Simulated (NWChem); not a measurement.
System: AlH2O2F; SMILES [Al]([F])([OH])[OH]

Excerpt of the output:

```
             Northwest Computational Chemistry Package (NWChem) 7.3.0
             --------------------------------------------------------

 CS  symmetry detected

                             Geometry "geometry" -> ""
                             -------------------------

 Output coordinates in angstroms (scale by  1.889725989 to convert to a.u.)

  No.       Tag          Charge          X              Y              Z
 ---- ---------------- ---------- -------------- -------------- --------------
    1 Al                  13.0000    -0.01490064     0.00363984     0.00000000
    2 F                    9.0000    -1.46444083    -0.79776453     0.00000000
    3 O                    8.0000    -0.05052985     1.68901745     0.00000000
    4 H                    1.0000     0.72770982     2.24732298     0.00000000
    5 O                    8.0000     1.44149599    -0.85243462     0.00000000
    6 H                    1.0000     1.51823690    -1.80742279     0.00000000

 Effective nuclear repulsion energy (a.u.)     160.5179771816

      Symmetry information
      --------------------

 Group name             Cs
 Group number              2
 Group order               2
 No. of unique centers     6

                                 NWChem DFT Module
                                 -----------------

 Summary of "ao basis" -> "ao basis" (spherical)
 ------------------------------------------------------------------------------
       Tag                 Description            Shells   Functions and Types
 ---------------- ------------------------------  ------  ---------------------
 Al                         def2-svp                 8       18   4s3p1d
 F                          def2-svp                 6       14   3s2p1d
 O                          def2-svp                 6       14   3s2p1d
 H                          def2-svp                 3        5   2s1p

      Symmetry analysis of basis
      --------------------------

        a'         51
        a"         19

            General Information
            -------------------
          SCF calculation type: DFT
          Wavefunction type:  closed shell.
          No. of atoms     :     6
          No. of electrons :    40
           Alpha electrons :    20
            Beta electrons :    20
          Charge           :     0
          Spin multiplicity:     1
          Use of symmetry is: on ; symmetry adaption is: on
          Maximum number of iterations: 150
          AO basis - number of functions:    70
                     number of shells:    32
          Convergence on energy requested:  1.00D-06
          Convergence on density requested:  1.00D-05
          Convergence on gradient requested:  5.00D-04

              XC Information
              --------------
                     Hartree-Fock (Exact) Exchange  1.000
                   CAM-Becke88 Exchange Functional  1.000
                      VWN V Correlation Functional  0.190 local
              Lee-Yang-Parr Correlation Functional  0.810

           Range-Separation Parameters
           ---------------------------
           Alpha           :  0.19
           Beta            :  0.46
           Gamma           :  0.33
           Short-Range HF  :     F

             Grid Information
             ----------------
          Grid used for XC integration:  medium
          Radial quadrature: Mura-Knowles
          Angular quadrature: Lebedev.
          Tag              B.-S. Rad. Rad. Pts. Rad. Cut. Ang. Pts.
          ---              ---------- --------- --------- ---------
          Al                  1.25       88           8.0       590
          F                   0.50       49          10.0       434
          O                   0.60       49          10.0       434
          H                   0.35       45          11.0       434
          Grid pruning is: on
          Number of quadrature shells:   325
          Spatial weights used:  Erf1

      Superposition of Atomic Density Guess
      -------------------------------------

 Sum of atomic energies:        -491.46479434

      Non-variational initial energy
      ------------------------------

 Total energy =    -492.034909
 1-e energy   =   -1001.368655
 2-e energy   =     348.815769
 HOMO         =      -0.507022
 LUMO         =      -0.063201

      Symmetry analysis of molecular orbitals - initial
      -------------------------------------------------

  Numbering of irreducible representations:

     1 a'          2 a"

  Orbital symmetries:

     1 a'          2 a'          3 a'          4 a'          5 a'
     6 a'          7 a'          8 a"          9 a'         10 a'
    11 a'         12 a'         13 a'         14 a'         15 a"
    16 a'         17 a'         18 a'         19 a"         20 a"
    21 a'         22 a"         23 a'         24 a'         25 a'
    26 a'         27 a'         28 a"         29 a'         30 a'

   convergence    iter        energy       DeltaE   RMS-Dens  Diis-err
 ---------------- ----- ----------------- --------- --------- ---------
 d= 0,ls=0.0,diis     1   -493.6433553779 -6.54D+02  1.66D-02  1.18D+00
 d= 0,ls=0.0,diis     2   -493.6304342562  1.29D-02  7.86D-03  1.60D+00
 d= 0,ls=0.0,diis     3   -493.7661292222 -1.36D-01  6.25D-04  5.15D-03
 d= 0,ls=0.0,diis     4   -493.7666871497 -5.58D-04  1.68D-04  2.21D-04
 d= 0,ls=0.0,diis     5   -493.7667108202 -2.37D-05  6.37D-05  7.01D-05
  Resetting Diis
 d= 0,ls=0.0,diis     6   -493.7667172259 -6.41D-06  2.89D-05  5.12D-06
 d= 0,ls=0.0,diis     7   -493.7667180069 -7.81D-07  4.43D-06  4.70D-08

         Total DFT energy =     -493.766718006944
      One electron energy =    -1005.710023952514
           Coulomb energy =      398.606189414036
    Exchange-Corr. energy =      -47.180860650102
 Nuclear repulsion energy =      160.517977181637

 Numeric. integr. density =       40.000005144321

                  Occupations of the irreducible representations
                  ----------------------------------------------

                     irrep           alpha         beta
                     --------     --------     --------
                     a'               16.0         16.0
                     a"                4.0          4.0

                       DFT Final Molecular Orbital Analysis
                       ------------------------------------

 Vector   18  Occ=2.000000D+00  E=-4.059760D-01  Symmetry=a'
              MO Center=  4.1D-01,  6.0D-01,  3.2D-16, r^2= 3.1D+00
   Bfn.  Coefficient  Atom+Function         Bfn.  Coefficient  Atom+Function
  ----- ------------  ---------------      ----- ------------  ---------------
    36      0.355707  3 O  px                55     -0.316299  5 O  px
    37     -0.268517  3 O  py                39      0.263041  3 O  px
    58     -0.236554  5 O  px                40     -0.191915  3 O  py
    56     -0.176565  5 O  py                 3      0.175208  1 Al s
    22      0.156190  2 F  px                54     -0.144328  5 O  s

 Vector   19  Occ=2.000000D+00  E=-4.035904D-01  Symmetry=a"
              MO Center=  6.8D-01,  1.1D-01, -6.5D-16, r^2= 2.8D+00
   Bfn.  Coefficient  Atom+Function         Bfn.  Coefficient  Atom+Function
  ----- ------------  ---------------      ----- ------------  ---------------
    57      0.446104  5 O  pz                38      0.364382  3 O  pz
    60      0.334762  5 O  pz                41      0.271051  3 O  pz
    24      0.156863  2 F  pz                13      0.121864  1 Al pz
    27     -0.120470  2 F  pz                10      0.109281  1 Al pz
     7     -0.070918  1 Al pz                17     -0.057101  1 Al d  1

 Vector   20  Occ=2.000000D+00  E=-3.837956D-01  Symmetry=a"
              MO Center=  5.5D-01,  6.2D-01, -9.8D-16, r^2= 2.7D+00
   Bfn.  Coefficient  Atom+Function         Bfn.  Coefficient  Atom+Function
  ----- ------------  ---------------      ----- ------------  ---------------
    38      0.475598  3 O  pz                57     -0.399291  5 O  pz
    41      0.368310  3 O  pz                60     -0.313261  5 O  pz
    15      0.077659  1 Al d -1              17      0.034570  1 Al d  1

 Vector   21  Occ=0.000000D+00  E= 1.286234D-02  Symmetry=a'
              MO Center=  1.6D-01, -5.5D-02, -9.2D-16, r^2= 5.0D+00
   Bfn.  Coefficient  Atom+Function         Bfn.  Coefficient  Atom+Function
  ----- ------------  ---------------      ----- ------------  ---------------
     4      1.208698  1 Al s                 54     -0.407067  5 O  s
    35     -0.351768  3 O  s                 21     -0.225791  2 F  s
     2      0.165868  1 Al s                 67      0.142817  6 H  s
    48      0.137076  4 H  s                 53     -0.136026  5 O  s
    34     -0.131952  3 O  s                 16      0.118985  1 Al d  0

 Vector   22  Occ=0.000000D+00  E= 6.795430D-02  Symmetry=a"
              MO Center= -1.3D-02, -1.6D-03,  5.5D-16, r^2= 4.2D+00
   Bfn.  Coefficient  Atom+Function         Bfn.  Coefficient  Atom+Function
  ----- ------------  ---------------      ----- ------------  ---------------
    13      0.901680  1 Al pz                10      0.254945  1 Al pz
    41     -0.226821  3 O  pz                60     -0.226992  5 O  pz
    57     -0.204007  5 O  pz                38     -0.202688  3 O  pz
    24      0.177604  2 F  pz                27     -0.175642  2 F  pz
     7     -0.150977  1 Al pz

 Vector   23  Occ=0.000000D+00  E= 1.112959D-01  Symmetry=a'
              MO Center=  8.3D-01,  1.1D-01,  1.1D-15, r^2= 7.1D+00
   Bfn.  Coefficient  Atom+Function         Bfn.  Coefficient  Atom+Function
  ----- ------------  ---------------      ----- ------------  ---------------
    48     -0.735440  4 H  s                 35      0.714498  3 O  s
    67      0.713878  6 H  s                 54     -0.553698  5 O  s
    12     -0.540841  1 Al py                59      0.262624  5 O  py
    56      0.189678  5 O  py                39      0.174223  3 O  px
    34      0.115304  3 O  s                 47     -0.112944  4 H  s

     Multipole analysis of the density
     ---------------------------------

     L   x y z        total         alpha         beta         nuclear
     -   - - -        -----         -----         ----         -------
     0   0 0 0     -0.000000    -20.000000    -20.000000     40.000000

     1   1 0 0      0.799786      0.399893      0.399893      0.000000
     1   0 1 0     -0.164960     -0.082480     -0.082480      0.000000
     1   0 0 1     -0.000000     -0.000000     -0.000000      0.000000

     2   2 0 0    -23.881071    -81.187911    -81.187911    138.494750
     2   1 1 0      0.245247      2.100826      2.100826     -3.956406
     2   1 0 1     -0.000000     -0.000000     -0.000000      0.000000
     2   0 2 0    -17.565978    -84.990683    -84.990683    152.415388
     2   0 1 1     -0.000000     -0.000000     -0.000000      0.000000
     2   0 0 2    -18.331187     -9.165593     -9.165593      0.000000

                                 NWChem DFT Module
                                 -----------------

      Symmetry analysis of basis
      --------------------------

        a'         51
        a"         19

            General Information
            -------------------
          SCF calculation type: DFT
          Wavefunction type:  spin polarized.
          No. of atoms     :     6
          No. of electrons :    39
           Alpha electrons :    20
            Beta electrons :    19
          Charge           :     1
          Spin multiplicity:     2
          Use of symmetry is: on ; symmetry adaption is: on
          Maximum number of iterations: 150
          This is a Direct SCF calculation.
          AO basis - number of functions:    70
                     number of shells:    32
          Convergence on energy requested:  1.00D-06
          Convergence on density requested:  1.00D-05
          Convergence on gradient requested:  5.00D-04

              XC Information
              --------------
                     Hartree-Fock (Exact) Exchange  1.000
                   CAM-Becke88 Exchange Functional  1.000
                      VWN V Correlation Functional  0.190 local
              Lee-Yang-Parr Correlation Functional  0.810

           Range-Separation Parameters
           ---------------------------
           Alpha           :  0.19
           Beta            :  0.46
           Gamma           :  0.33
           Short-Range HF  :     F

             Grid Information
             ----------------
          Grid used for XC integration:  medium
          Radial quadrature: Mura-Knowles
          Angular quadrature: Lebedev.
          Tag              B.-S. Rad. Rad. Pts. Rad. Cut. Ang. Pts.
          ---              ---------- --------- --------- ---------
          Al                  1.25       88           8.0       590
          F                   0.50       49          10.0       434
          O                   0.60       49          10.0       434
          H                   0.35       45          11.0       434
          Grid pruning is: on
          Number of quadrature shells:   325
          Spatial weights used:  Erf1

      Superposition of Atomic Density Guess
      -------------------------------------

 Sum of atomic energies:        -491.46479434

 Renormalizing density from      40.00 to     39

      Non-variational initial energy
      ------------------------------

 Total energy =    -484.223471
 1-e energy   =    -976.334439
 2-e energy   =     331.592991
 HOMO         =      -0.841723
 LUMO         =      -0.359912

   Symmetry analysis of molecular orbitals - initial alpha
   -------------------------------------------------------

  Numbering of irreducible representations:

     1 a'          2 a"

  Orbital symmetries:

     1 a'          2 a'          3 a'          4 a'          5 a'
     6 a'          7 a'          8 a"          9 a'         10 a'
    11 a'         12 a'         13 a'         14 a'         15 a"
    16 a'         17 a'         18 a'         19 a"         20 a"
    21 a'         22 a"         23 a'         24 a'         25 a'
    26 a'         27 a'         28 a"         29 a'         30 a'

   Symmetry analysis of molecular orbitals - initial beta
   ------------------------------------------------------

  Numbering of irreducible representations:

     1 a'          2 a"

  Orbital symmetries:

     1 a'          2 a'          3 a'          4 a'          5 a'
     6 a'          7 a'          8 a"          9 a'         10 a'
    11 a'         12 a'         13 a'         14 a'         15 a"
    16 a'         17 a'         18 a'         19 a"         20 a"
    21 a'         22 a"         23 a'         24 a'         25 a'
    26 a'         27 a'         28 a"         29 a'         30 a'

[...]
```

Level: CAM-B3LYP/def2-SVP, vertical spin-unrestricted ions. The geometry was optimised at PBE0/def2-SVP.

Q: Which NWChem input produces such a log?

A: This is not unique; one that fits is the input that was run:
```
start job
memory heap 200 mb stack 900 mb global 1100 mb
geometry units angstroms noautoz
  Al    -0.003607     0.025542     0.000000
  F     -1.631803     0.329505     0.000000
  O      1.041197     1.348475     0.000000
  H      1.996819     1.284065     0.000000
  O      0.575337    -1.561524     0.000000
  H      0.026948    -2.347120     0.000000
end
basis spherical
  * library def2-svp
end
dft
  xc xcamb88 1.00 lyp 0.81 vwn_5 0.19 hfexch 1.00
  cam 0.33 cam_alpha 0.19 cam_beta 0.46
  iterations 150
  vectors input atomic output neutral.movecs
end
task dft energy
charge 1
dft
  odft
  mult 2
  vectors input atomic output cation.movecs
end
task dft energy
```
